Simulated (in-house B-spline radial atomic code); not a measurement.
Results of a calculation; reference values are marked as such.
## Fe in an electron gas of r_s = 2.67: phase shifts, screening, friction and resistivity

A nucleus sits in a uniform electron gas with a rigid positive background. The Kohn-Sham equations are solved self-consistently in the spin-unpolarised LDA (PW92), non-relativistic, on B-splines with outgoing waves at the boundary and partial waves to l = 8. The model has no lattice, no bands and no magnetic solution. Atomic units; δ_l are the phase shifts at the Fermi level, counted so that each bound state adds π, and good to about 0.0005. A narrow, partly filled d or f resonance in a thin gas would split by spin, so such rows rest on a solution that is probably unstable.

The density parameter is r_s = 2.67 bohr, near that of the valence electrons of Cu (1 per atom, density 8.96 g/cm³, mass 63.55 u, which gives r_s = 2.67).

```csv
l,δ_l (rad)
0,9.4004
1,6.3933
2,2.4735
3,-0.0139
4,-0.0014
5,-0.0005
6,-0.0002
7,-0.0003
8,-0.0002
```

Bound levels below the band bottom (hartree): s -253.6, s -28.95, p -24.94, s -2.776, p -1.609.

Problem. Check the Friedel sum rule, and say where the screening charge sits.

Solution. k_F = (9π/4)^(1/3)/r_s = 0.71879. The rule is Z = (2/π) Σ (2l + 1) δ_l. The terms are s 5.984, p 12.210, d 7.873, f -0.062 and -0.018 beyond, in all 25.988 against Z = 26. Bound states hold 6 s, 12 p, 0 d electrons, so the scattering states carry 7.99 in all.

Problem. Find the transport cross section and the electronic stopping of a 5 keV Fe ion (mass 55.84 u).

Solution. σ_tr = (4π/k_F²) Σ (l + 1) sin²(δ_l − δ_(l+1)). The terms for l = 0 to 3 are 0.0180, 0.9856, 1.1109, 0.0006, all together 2.1151, so σ_tr = 24.323 × 2.1151 = 51.445 bohr². With n = 3/(4π r_s³) = 0.01254, the friction coefficient is Q = n k_F σ_tr = 0.4638. For v well below v_F = 0.719, dE/dx = Q v; with 24801 eV per u at v = 1, v = √(5000/(24801 × 55.84)) = 0.0601, so dE/dx = 0.02787 hartree/bohr = 14.3 eV/nm. The largest term couples the d and f waves.

Problem. What residual resistivity would 1 atomic per cent of such centres give in Cu?

Solution. Δρ = k_F n_i σ_tr/n in atomic units of 21.74 μΩ·cm. With one host atom per 1 electron, n_i/n = 0.01/1, so Δρ = 0.7188 × 0.01000 × 51.445 × 21.74 = 8.04 μΩ·cm. This is an atom added to the gas, as on an interstitial site.

Problem. On a substitutional site the background of one host ion, a sphere holding 1 charge, is taken out. The phase shifts for l = 0 to 4 become 9.2309, 6.2568, 2.2877, -0.0211, -0.0027. What follows?

Solution. The Friedel sum is now 24.99, for Z − 1 = 25. The sum in σ_tr is 2.7553, so σ_tr = 67.02 bohr² and Δρ = 10.47 μΩ·cm per atomic per cent, 1.30 times the value above. A real host ion scatters too, so this model doesn't give zero even for the host's own atom.
